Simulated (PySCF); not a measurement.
Basis-set dependence of population analyses: `F[C@@H]1CCOBO1`

C3H6BFO2.
Z-matrix (Å and degrees, PBE0-D3(BJ)/def2-SVP geometry), rows numbered from 1:
```
F 
C   1  1.3726
C   2  1.5144  1  108.44
C   3  1.5162  2  108.89  1   -65.33
O   4  1.4141  3  111.24  2   -52.12
B   5  1.3516  4  120.40  3    26.73
O   6  1.3727  5  122.60  4    -0.62
H   2  1.1021  1  107.24  3   122.23
H   3  1.1019  2  108.85  1   173.69
H   3  1.0999  2  109.63  1    55.93
H   4  1.1001  3  111.22  2  -172.41
H   4  1.1025  3  109.77  2    68.30
H   6  1.2031  5  119.24  4  -179.38
```

PBE0 throughout (PySCF), one geometry, spherical d and f functions. Geometry: PBE0-D3(BJ)/def2-SVP, one conformer, isolated molecule. The first 7 of 13 kinds of atom are listed.

Mulliken charges (e):

```csv
basis,functions,F1,C2,C3,C4,O5,B6,O7
STO-3G,41,-0.114,+0.143,-0.177,-0.046,-0.246,+0.280,-0.260
6-31G,75,-0.325,+0.349,-0.426,-0.079,-0.537,+0.575,-0.531
pcSseg-0,75,-0.371,+0.450,-0.639,-0.115,-0.669,+0.661,-0.676
6-31G*,110,-0.342,+0.426,-0.446,-0.093,-0.420,+0.401,-0.434
cc-pVDZ,128,-0.229,+0.321,-0.131,+0.124,-0.195,+0.121,-0.198
def2-SVP,128,-0.255,+0.360,-0.157,+0.163,-0.260,+0.172,-0.249
aug-cc-pVDZ,215,-0.517,+1.369,+0.279,+1.001,-0.480,-0.414,-0.528
"6-311+G(2d,p)",225,-0.288,+0.242,-0.289,-0.224,-0.545,+0.834,-0.538
def2-TZVP,253,-0.211,+0.230,-0.217,-0.070,-0.247,+0.191,-0.260
cc-pVTZ,294,-0.217,+0.301,-0.222,+0.016,-0.208,+0.102,-0.215
IGLO-III,305,-0.245,+0.214,-0.238,-0.090,-0.382,+0.542,-0.379
```

IAO charges (e):

```tsv
basis	functions	F1	C2	C3	C4	O5	B6	O7
STO-3G	41	-0.141	+0.151	-0.310	-0.128	-0.246	+0.233	-0.266
6-31G	75	-0.305	+0.306	-0.327	-0.090	-0.373	+0.334	-0.386
pcSseg-0	75	-0.297	+0.312	-0.337	-0.081	-0.363	+0.324	-0.380
6-31G*	110	-0.317	+0.361	-0.313	-0.053	-0.393	+0.378	-0.407
cc-pVDZ	128	-0.319	+0.359	-0.311	-0.053	-0.384	+0.356	-0.398
def2-SVP	128	-0.320	+0.360	-0.307	-0.049	-0.383	+0.359	-0.397
aug-cc-pVDZ	215	-0.332	+0.361	-0.315	-0.057	-0.395	+0.365	-0.405
6-311+G(2d,p)	225	-0.332	+0.360	-0.316	-0.058	-0.399	+0.373	-0.409
def2-TZVP	253	-0.332	+0.366	-0.318	-0.055	-0.400	+0.378	-0.411
cc-pVTZ	294	-0.330	+0.365	-0.319	-0.056	-0.399	+0.377	-0.409
IGLO-III	305	-0.333	+0.362	-0.318	-0.057	-0.400	+0.377	-0.410
```

Hirshfeld charges (e):

| basis | functions | F1 | C2 | C3 | C4 | O5 | B6 | O7 |
| --- | --- | --- | --- | --- | --- | --- | --- | --- |
| STO-3G | 41 | -0.087 | +0.162 | -0.036 | +0.070 | -0.140 | +0.152 | -0.159 |
| 6-31G | 75 | -0.128 | +0.143 | -0.074 | +0.026 | -0.182 | +0.198 | -0.190 |
| pcSseg-0 | 75 | -0.120 | +0.144 | -0.074 | +0.025 | -0.171 | +0.194 | -0.181 |
| 6-31G* | 110 | -0.118 | +0.138 | -0.072 | +0.025 | -0.174 | +0.200 | -0.180 |
| cc-pVDZ | 128 | -0.105 | +0.130 | -0.085 | +0.013 | -0.158 | +0.195 | -0.167 |
| def2-SVP | 128 | -0.111 | +0.135 | -0.085 | +0.014 | -0.165 | +0.202 | -0.173 |
| aug-cc-pVDZ | 215 | -0.112 | +0.127 | -0.096 | +0.004 | -0.178 | +0.218 | -0.184 |
| 6-311+G(2d,p) | 225 | -0.116 | +0.128 | -0.090 | +0.009 | -0.183 | +0.225 | -0.189 |
| def2-TZVP | 253 | -0.113 | +0.127 | -0.090 | +0.007 | -0.178 | +0.220 | -0.183 |
| cc-pVTZ | 294 | -0.110 | +0.128 | -0.091 | +0.007 | -0.173 | +0.216 | -0.180 |
| IGLO-III | 305 | -0.112 | +0.126 | -0.094 | +0.004 | -0.179 | +0.222 | -0.185 |

Task: Which scheme is steadiest as the basis changes?

Result: Largest range over the bases for any column: Hirshfeld 0.07 e, IAO 0.21 e, Mulliken 1.25 e. Hirshfeld charges move least and Mulliken charges most, counted in e. Without the minimal STO-3G basis the ranges are Hirshfeld 0.03, IAO 0.06, Mulliken 1.25 e.

Task: How much do the charges still move between the two largest bases, cc-pVTZ and IGLO-III?

Result: At most, over all atoms: Mulliken 0.440 e, IAO 0.003 e, Hirshfeld 0.006 e.

Task: What do the same runs give for the total energy, the frontier levels and the dipole moment?

Result: 
| basis | energy (Eh) | HOMO (eV) | LUMO (eV) | μ (D) |
| --- | --- | --- | --- | --- |
| STO-3G | -387.5516 | -5.30 | 4.46 | 2.63 |
| 6-31G | -392.6081 | -8.64 | 0.88 | 3.36 |
| pcSseg-0 | -391.8260 | -8.82 | 0.81 | 3.58 |
| 6-31G* | -392.7278 | -8.52 | 1.17 | 2.77 |
| cc-pVDZ | -392.7559 | -8.58 | 0.89 | 2.76 |
| def2-SVP | -392.4448 | -8.71 | 0.83 | 2.90 |
| aug-cc-pVDZ | -392.7846 | -8.77 | -0.18 | 2.79 |
| 6-311+G(2d,p) | -392.8571 | -8.81 | 0.07 | 2.84 |
| def2-TZVP | -392.8933 | -8.75 | 0.57 | 2.77 |
| cc-pVTZ | -392.8779 | -8.72 | 0.66 | 2.76 |
| IGLO-III | -392.9005 | -8.79 | 0.39 | 2.79 |

The dipole is fixed by the density alone, so its range of 0.95 D shows that the density itself changes with the basis, not only its division among atoms.
